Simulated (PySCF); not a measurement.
**Ni: excitation energy**

Ni [Ar] 3d8 4s2 (3F) → Ni [Ar] 3d7 4s2 5s1 (5F), as a difference of total energies. All numbers are calculated (PySCF 2.14, the non-relativistic Hamiltonian (point nucleus), in dyall-av2z (16s12p7d2f, 101 functions)). Correlated levels: valence: [Ar] frozen; virtual orbitals above 40 to 60 times the deepest correlated orbital energy dropped. The calculations carry no spin-orbit coupling.

```json
{"method": "UHF", "excitation energy (eV)": "9.332"}
{"method": "LDA", "excitation energy (eV)": "12.580"}
{"method": "PBE", "excitation energy (eV)": "12.184"}
{"method": "PBE0", "excitation energy (eV)": "11.691"}
{"method": "r2SCAN", "excitation energy (eV)": "12.108"}
{"method": "MN15", "excitation energy (eV)": "12.884"}
{"method": "PBEsol", "excitation energy (eV)": "12.275"}
{"method": "BP86", "excitation energy (eV)": "12.315"}
{"method": "r2SCAN0", "excitation energy (eV)": "11.669"}
{"method": "MP2 (valence)", "excitation energy (eV)": "11.364"}
{"method": "SCS-MP2 (valence)", "excitation energy (eV)": "11.291"}
```

Question: How much does correlation contribute at MP2 (valence)?

Answer: 11.364 − (9.332) = 2.032 eV, measured against UHF.

A first-order spin-orbit estimate (lowest level to lowest level, LS coupling) adds -0.012 eV.

The upper state lies above the first ionisation limit, but in LS coupling its spin forbids autoionisation to the ground ion. A Rydberg-like electron needs more diffuse functions than a valence basis has.

The promoted electron is Rydberg-like, and one or two diffuse shells describe it only roughly, which tends to raise the upper state.
